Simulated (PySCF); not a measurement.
Record of a relaxation.

C8H12F2.
SMILES with atom numbers: `[F:1][CH2:2][C@H:3]1[CH2:4][C@:5]2([CH2:6][CH2:7][C@@H:8]2[F:9])[CH2:10]1` (hydrogens: H11, H12 on C2; H13 on C3; H14, H15 on C4; H16, H17 on C6; H18, H19 on C7; H20 on C8; H21, H22 on C10)

Computed by this run: PySCF 2.14.0, PBE0-D3(BJ)/def2-SVP geometry optimisation, gas phase; density fitting, grid level 1; the optimiser is geomeTRIC in internal coordinates, started from a GFN2-xTB structure with every atom displaced at random (about 0.01 Å). 9 of its 14 geometries are shown. The frame can shift and turn from step to step; on so coarse a grid that alone can change the energy by a few meV, and forces under 0.02 eV/Å are noise.

Step 0: E = -13899.1893 eV, largest atomic force 1.643 eV/Å
```
atom  x, y, z in Å  |  force x, y, z in eV/Å
F1      3.326   -0.640   -1.689   -0.349   0.190   0.077
C2      2.554   -0.556   -0.541    0.597   0.839  -0.408
C3      1.589    0.629   -0.589    1.502  -0.384   0.546
C4      0.449    0.443   -1.540   -1.530  -0.087   0.390
C5     -0.508    0.214   -0.340    0.383   0.589  -0.163
C6     -1.897    0.873   -0.202    0.346  -0.280   0.325
C7     -2.442   -0.460    0.342   -0.176   0.013  -0.345
C8     -1.145   -1.146   -0.103   -0.628  -0.197   1.048
F9     -0.568   -1.945    0.869    0.094   0.180  -0.372
C10     0.631    0.645    0.619   -0.092  -0.373  -0.852
H11     3.263   -0.460    0.298   -0.134   0.043   0.190
H12     2.023   -1.497   -0.453   -0.475  -0.485   0.234
H13     2.152    1.558   -0.745    0.232   0.027   0.053
H14     0.483   -0.396   -2.217    0.255  -0.555  -0.588
H15     0.161    1.327   -2.099    0.011   0.467  -0.304
H16    -1.950    1.732    0.485    0.028   0.016  -0.078
H17    -2.314    1.160   -1.164   -0.229   0.122  -0.374
H18    -3.379   -0.821   -0.104   -0.034  -0.119  -0.003
H19    -2.554   -0.472    1.426    0.090  -0.019   0.314
H20    -1.274   -1.753   -0.998    0.123  -0.206  -0.438
H21     0.465    1.640    1.019   -0.024   0.362   0.313
H22     0.869   -0.073    1.401    0.010  -0.141   0.436
```

Step 2: E = -13899.3652 eV, largest atomic force 0.079 eV/Å
```
atom  x, y, z in Å  |  force x, y, z in eV/Å
F1      3.089   -0.633   -1.904   -0.009  -0.004  -0.022
C2      2.508   -0.536   -0.663   -0.029  -0.005   0.069
C3      1.598    0.666   -0.603   -0.004   0.003  -0.071
C4      0.379    0.551   -1.545    0.017  -0.062   0.026
C5     -0.515    0.244   -0.335   -0.040   0.038  -0.043
C6     -1.930    0.809   -0.107    0.030  -0.002   0.018
C7     -2.358   -0.544    0.498   -0.069  -0.035  -0.015
C8     -1.106   -1.160   -0.122    0.047   0.021   0.005
F9     -0.379   -2.013    0.669    0.006  -0.035  -0.002
C10     0.640    0.646    0.607    0.003  -0.031   0.020
H11     3.307   -0.465    0.095   -0.003   0.008   0.009
H12     1.932   -1.460   -0.467    0.011   0.017  -0.021
H13     2.192    1.585   -0.721    0.020  -0.017   0.001
H14     0.445   -0.242   -2.307   -0.008   0.030  -0.032
H15     0.117    1.493   -2.048    0.006   0.025   0.041
H16    -1.990    1.688    0.552   -0.017   0.015  -0.019
H17    -2.445    1.045   -1.051    0.002  -0.033  -0.004
H18    -3.326   -0.964    0.190   -0.008  -0.007   0.037
H19    -2.297   -0.557    1.596    0.056   0.018  -0.006
H20    -1.301   -1.676   -1.078   -0.010   0.038  -0.001
H21     0.488    1.638    1.055    0.005   0.003  -0.009
H22     0.879   -0.074    1.405   -0.006   0.015   0.020
```

Step 3: E = -13899.3731 eV, largest atomic force 0.188 eV/Å
```
atom  x, y, z in Å  |  force x, y, z in eV/Å
F1      3.080   -0.659   -1.904   -0.049  -0.003   0.024
C2      2.490   -0.548   -0.666    0.117   0.072   0.021
C3      1.594    0.664   -0.616    0.025   0.031  -0.003
C4      0.371    0.567   -1.552    0.034  -0.036   0.011
C5     -0.517    0.250   -0.341    0.004   0.059  -0.082
C6     -1.935    0.801   -0.102   -0.003  -0.007   0.081
C7     -2.336   -0.552    0.523   -0.014  -0.018  -0.068
C8     -1.095   -1.157   -0.131   -0.016  -0.012   0.187
F9     -0.356   -2.020    0.642    0.010   0.006  -0.080
C10     0.640    0.653    0.598   -0.018  -0.036   0.013
H11     3.288   -0.475    0.096   -0.048  -0.004  -0.025
H12     1.909   -1.463   -0.466   -0.040  -0.057  -0.018
H13     2.200    1.576   -0.733    0.018  -0.026  -0.007
H14     0.430   -0.210   -2.331   -0.023   0.011  -0.026
H15     0.115    1.522   -2.035   -0.006   0.005   0.044
H16    -1.999    1.686    0.549   -0.016   0.017  -0.023
H17    -2.469    1.017   -1.039    0.016  -0.026  -0.030
H18    -3.309   -0.984    0.251   -0.017  -0.002   0.037
H19    -2.234   -0.556    1.618    0.039   0.014  -0.005
H20    -1.311   -1.660   -1.087   -0.007  -0.016  -0.053
H21     0.493    1.647    1.044   -0.008   0.031  -0.019
H22     0.878   -0.063    1.399    0.004  -0.003   0.023
```

Step 5: E = -13899.3883 eV, largest atomic force 0.221 eV/Å
```
atom  x, y, z in Å  |  force x, y, z in eV/Å
F1      3.018   -0.726   -1.937   -0.056   0.019   0.047
C2      2.427   -0.589   -0.700    0.140   0.054  -0.070
C3      1.585    0.660   -0.651    0.021   0.037   0.105
C4      0.346    0.623   -1.569    0.025   0.025  -0.012
C5     -0.523    0.270   -0.355    0.050   0.015  -0.083
C6     -1.950    0.770   -0.078   -0.031  -0.005   0.110
C7     -2.251   -0.574    0.621    0.059   0.024  -0.091
C8     -1.062   -1.150   -0.141   -0.032  -0.069   0.208
F9     -0.264   -2.039    0.540   -0.015   0.048  -0.085
C10     0.641    0.682    0.573   -0.020  -0.048   0.009
H11     3.225   -0.543    0.065   -0.037  -0.015  -0.023
H12     1.814   -1.482   -0.502   -0.040  -0.051  -0.003
H13     2.233    1.543   -0.768    0.005  -0.016  -0.018
H14     0.371   -0.096   -2.402   -0.016  -0.012   0.004
H15     0.103    1.618   -1.972   -0.020  -0.015   0.000
H16    -2.039    1.684    0.527   -0.008   0.010  -0.018
H17    -2.533    0.902   -1.002    0.019  -0.009  -0.033
H18    -3.234   -1.044    0.481   -0.014   0.004   0.022
H19    -2.013   -0.531    1.694   -0.017  -0.001   0.011
H20    -1.352   -1.617   -1.096   -0.011  -0.026  -0.049
H21     0.506    1.689    0.994   -0.015   0.033  -0.038
H22     0.878   -0.013    1.394    0.016  -0.003   0.007
```

Step 6: E = -13899.3913 eV, largest atomic force 0.062 eV/Å
```
atom  x, y, z in Å  |  force x, y, z in eV/Å
F1      2.997   -0.707   -1.971   -0.006   0.009   0.005
C2      2.422   -0.590   -0.726    0.009   0.006  -0.041
C3      1.584    0.661   -0.656   -0.014   0.003   0.060
C4      0.339    0.629   -1.567   -0.001   0.041  -0.005
C5     -0.523    0.268   -0.352    0.018  -0.042  -0.007
C6     -1.952    0.760   -0.066    0.000   0.008   0.029
C7     -2.234   -0.576    0.652    0.028   0.016  -0.018
C8     -1.059   -1.154   -0.129   -0.002  -0.028   0.027
F9     -0.248   -2.048    0.526   -0.006   0.026  -0.019
C10     0.643    0.684    0.571    0.002  -0.017  -0.002
H11     3.225   -0.559    0.031    0.003  -0.007  -0.003
H12     1.805   -1.485   -0.538   -0.006  -0.005   0.005
H13     2.235    1.540   -0.777   -0.002   0.002  -0.007
H14     0.355   -0.080   -2.410    0.004  -0.011   0.011
H15     0.090    1.629   -1.954   -0.011  -0.009  -0.021
H16    -2.047    1.685    0.521   -0.002   0.003  -0.006
H17    -2.537    0.868   -0.992    0.003  -0.002  -0.004
H18    -3.219   -1.050    0.543   -0.003   0.000   0.006
H19    -1.972   -0.517    1.719   -0.013  -0.005   0.009
H20    -1.369   -1.616   -1.082   -0.005   0.002  -0.002
H21     0.505    1.697    0.978   -0.004   0.005  -0.013
H22     0.886   -0.001    1.399    0.007   0.006  -0.003
```

Step 8: E = -13899.3917 eV, largest atomic force 0.070 eV/Å
```
atom  x, y, z in Å  |  force x, y, z in eV/Å
F1      2.970   -0.665   -2.027    0.012  -0.004  -0.016
C2      2.421   -0.573   -0.769   -0.038  -0.016   0.018
C3      1.576    0.672   -0.668   -0.001  -0.004  -0.033
C4      0.322    0.629   -1.567   -0.014   0.018   0.003
C5     -0.523    0.260   -0.343   -0.014  -0.022   0.019
C6     -1.950    0.748   -0.040    0.014   0.008  -0.026
C7     -2.216   -0.585    0.688   -0.019  -0.009   0.036
C8     -1.054   -1.164   -0.110    0.005   0.029  -0.064
F9     -0.228   -2.055    0.525    0.009  -0.019   0.026
C10     0.650    0.684    0.568    0.006   0.008  -0.006
H11     3.239   -0.552   -0.027    0.011   0.007   0.001
H12     1.812   -1.475   -0.584    0.013   0.016  -0.002
H13     2.219    1.555   -0.797   -0.004   0.006   0.008
H14     0.336   -0.084   -2.407    0.009  -0.006   0.006
H15     0.054    1.623   -1.956    0.001  -0.002  -0.009
H16    -2.045    1.679    0.538    0.003  -0.003   0.007
H17    -2.544    0.844   -0.963   -0.009   0.000   0.013
H18    -3.203   -1.061    0.598    0.005  -0.003  -0.005
H19    -1.942   -0.521    1.751    0.007  -0.002  -0.002
H20    -1.382   -1.624   -1.059    0.002   0.006   0.016
H21     0.506    1.698    0.969    0.003  -0.010   0.013
H22     0.909    0.005    1.396   -0.001   0.001  -0.002
```

Step 10: E = -13899.3920 eV, largest atomic force 0.038 eV/Å
```
atom  x, y, z in Å  |  force x, y, z in eV/Å
F1      2.959   -0.652   -2.051    0.001  -0.001  -0.006
C2      2.419   -0.562   -0.789   -0.004  -0.002   0.016
C3      1.569    0.679   -0.681    0.004  -0.002  -0.038
C4      0.309    0.630   -1.570   -0.008  -0.001   0.006
C5     -0.525    0.257   -0.339   -0.005   0.002   0.005
C6     -1.950    0.740   -0.022    0.004   0.001  -0.015
C7     -2.205   -0.594    0.707   -0.010  -0.007   0.020
C8     -1.049   -1.168   -0.104   -0.001   0.017  -0.017
F9     -0.215   -2.058    0.522    0.003  -0.009   0.009
C10     0.654    0.685    0.563    0.002   0.009  -0.005
H11     3.243   -0.537   -0.054    0.001   0.006  -0.004
H12     1.816   -1.465   -0.598    0.002   0.003  -0.002
H13     2.207    1.567   -0.814   -0.004   0.004   0.008
H14     0.322   -0.085   -2.408    0.002  -0.003   0.002
H15     0.033    1.621   -1.961    0.001   0.000  -0.001
H16    -2.041    1.671    0.558    0.004  -0.004   0.007
H17    -2.554    0.836   -0.938   -0.007   0.001   0.007
H18    -3.192   -1.072    0.625    0.003  -0.003  -0.004
H19    -1.921   -0.531    1.768    0.008   0.001  -0.001
H20    -1.386   -1.627   -1.050    0.002  -0.004   0.003
H21     0.508    1.697    0.966    0.003  -0.004   0.012
H22     0.924    0.006    1.387   -0.001  -0.004  -0.002
```

Step 11: E = -13899.3920 eV, largest atomic force 0.034 eV/Å
```
atom  x, y, z in Å  |  force x, y, z in eV/Å
F1      2.961   -0.654   -2.050   -0.004   0.003  -0.003
C2      2.419   -0.562   -0.788    0.004   0.001   0.010
C3      1.569    0.679   -0.682    0.002  -0.002  -0.034
C4      0.308    0.630   -1.571   -0.008  -0.003   0.006
C5     -0.525    0.257   -0.339   -0.001   0.002   0.003
C6     -1.950    0.741   -0.021    0.003  -0.001  -0.009
C7     -2.205   -0.594    0.707   -0.005  -0.003   0.014
C8     -1.049   -1.167   -0.105    0.003   0.008  -0.002
F9     -0.215   -2.059    0.521   -0.001  -0.001   0.001
C10     0.654    0.685    0.562    0.003   0.008  -0.006
H11     3.243   -0.535   -0.053    0.000   0.004  -0.004
H12     1.816   -1.465   -0.596   -0.002  -0.002   0.000
H13     2.207    1.567   -0.815   -0.004   0.004   0.008
H14     0.322   -0.085   -2.408    0.002  -0.003   0.002
H15     0.033    1.621   -1.962    0.000   0.000  -0.001
H16    -2.041    1.670    0.559    0.004  -0.004   0.007
H17    -2.555    0.837   -0.937   -0.006   0.001   0.004
H18    -3.191   -1.073    0.626    0.002  -0.003  -0.004
H19    -1.919   -0.532    1.768    0.007   0.001  -0.001
H20    -1.386   -1.626   -1.051    0.001  -0.005   0.000
H21     0.508    1.697    0.966    0.004  -0.003   0.011
H22     0.924    0.006    1.386   -0.002  -0.005  -0.003
```

Step 13: E = -13899.3921 eV, largest atomic force under 0.02 eV/Å
```
atom  x, y, z in Å  |  force x, y, z in eV/Å
F1      2.963   -0.657   -2.047   -0.005   0.004  -0.006
C2      2.420   -0.561   -0.787    0.004   0.004   0.001
C3      1.569    0.680   -0.684    0.000  -0.003  -0.018
C4      0.307    0.630   -1.572   -0.004  -0.003   0.004
C5     -0.526    0.257   -0.340    0.000   0.001   0.000
C6     -1.950    0.741   -0.020    0.000  -0.001  -0.004
C7     -2.205   -0.594    0.707   -0.001  -0.002   0.007
C8     -1.050   -1.167   -0.107    0.001   0.000   0.007
F9     -0.216   -2.060    0.518    0.004  -0.001  -0.001
C10     0.654    0.684    0.561    0.001   0.009  -0.002
H11     3.242   -0.531   -0.050   -0.001   0.001  -0.001
H12     1.817   -1.464   -0.593   -0.001  -0.001   0.000
H13     2.206    1.567   -0.817   -0.004   0.004   0.005
H14     0.321   -0.086   -2.409    0.001  -0.002   0.002
H15     0.032    1.621   -1.964   -0.001  -0.001  -0.002
H16    -2.039    1.670    0.562    0.002  -0.003   0.004
H17    -2.558    0.839   -0.934   -0.002   0.002   0.002
H18    -3.191   -1.073    0.627    0.001  -0.002  -0.001
H19    -1.916   -0.534    1.767    0.002   0.001   0.000
H20    -1.388   -1.626   -1.053    0.000  -0.001   0.000
H21     0.508    1.696    0.966    0.003  -0.002   0.007
H22     0.925    0.005    1.384   -0.001  -0.005  -0.003
```

**Question.** Summarise the path.

**Answer.** The energy falls by 4.68 kcal/mol from step 0 to step 13; nine tenths of that is first reached at step 3. It never rises by more than 0.2 meV. The largest force goes from 1.643 to under 0.02 eV/Å. Among the bonds C3–C4 changes most, from 1.496 to 1.544 Å; the atoms move by 0.237 Å rms after alignment.

The cost below is that of the whole optimisation. Hardware: one thread of an Arm Neoverse V2, shared host. Cost: 4.5 min wall, 0.88 GiB resident at most.
